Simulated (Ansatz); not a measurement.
Cartesian coordinates (Å):
```xyz
8

C     -0.7872     0.0028    -0.0353
C      0.7039     0.0227     0.1095
F      1.2562     0.8700    -0.8155
F      1.2185    -1.2230    -0.1390
H     -1.1891     1.0012     0.1412
H     -1.2195    -0.6899     0.6878
H     -1.0461    -0.3189    -1.0450
H      1.0631     0.3352     1.0963
```
Charge 0, spin multiplicity 1.

Level of theory: frozen-core CCSD(T)/cc-pVQZ // r2SCAN-D4/def2-TZVP (Ansatz, a program for electronic structure).

* **HF energy**: -277.07575 Ha
* **MP2 correlation energy**: -0.91618 Ha

Problem. Estimate the CCSD correlation energy, the (T) correction, the total energy and the T1 diagnostic.

Solution. 
| Item | Result |
|---|---|
| CCSD correlation energy | -0.93036 Ha |
| (T) correction | -0.03235 Ha |
| CCSD(T) total energy | -278.03847 Ha |
| T1 diagnostic | 0.011 |
